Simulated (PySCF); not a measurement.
A structure optimised at PBE0-D3(BJ)/def2-SVP, used in a PySCF frequency run:

```
C
O 1 1.3727
C 2 1.3985 1 113.32
H 3 1.0985 2 107.61 1 179.72
H 1 1.1015 2 115.26 3 66.77
H 3 1.1065 4 108.81 2 121.39
H 3 1.1072 4 108.59 6 117.35
C 1 1.4891 5 117.48 2 -143.69
F 8 1.3502 1 117.96 5 144.55
H 8 1.0954 9 112.20 1 144.31
C 8 1.4935 10 119.94 9 -144.73
H 11 1.0930 8 120.02 10 1.12
H 11 1.0938 12 115.81 8 -144.05
```
Charge 0, spin multiplicity 1.

Write its SMILES and formula.

CO[C@@H]1C[C@@H]1F, C4H7FO

What are its rotational constants (standard atomic weights)?

7.2236, 2.5312, 2.1682 GHz
